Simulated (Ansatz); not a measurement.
`[AlH2][CH2][InH2]`. The species carries charge 0 and has multiplicity 1. In takes the def2 core potential. The geometry is a stationary point of PBE0-D4/def2-TZVP.

```xyz
9

Al   -1.678    0.383    0.259
C     0.192    0.765   -0.022
In    1.480   -0.952   -0.235
H    -2.655    0.211   -0.983
H    -2.237    0.172    1.733
H     0.596    1.317    0.832
H     0.326    1.338   -0.945
H     1.770   -1.595   -1.811
H     2.205   -1.639    1.173
```

Problem. What is the dipole moment at PBE/def2-TZVPP? (An estimate is asked.)

Solution. The calculation gave: 1.10 D, with components (0.77, 0.78, -0.11) D in this frame, pointing from negative to positive charge.

Problem. And with r2SCAN, B3LYP, ωB97M-V? (Estimate.)

Solution. Ansatz gave: r2SCAN 1.13 D, B3LYP 1.08 D, ωB97M-V 1.08 D.

Problem. Give the Mulliken charges with PBE, ωB97M-V, B3LYP in def2-TZVPP. (Estimate.)

Solution. The calculation gave: 
```tsv
atom	PBE	ωB97M-V	B3LYP
Al1	0.33	0.40	0.41
C2	-0.55	-0.70	-0.59
In3	0.48	0.44	0.53
H4	-0.13	-0.12	-0.15
H5	-0.13	-0.12	-0.15
H6	0.13	0.15	0.12
H7	0.13	0.15	0.12
H8	-0.13	-0.10	-0.15
H9	-0.13	-0.10	-0.15
```

B3LYP here is the variant with VWN-RPA as its local correlation; programs differ in this.
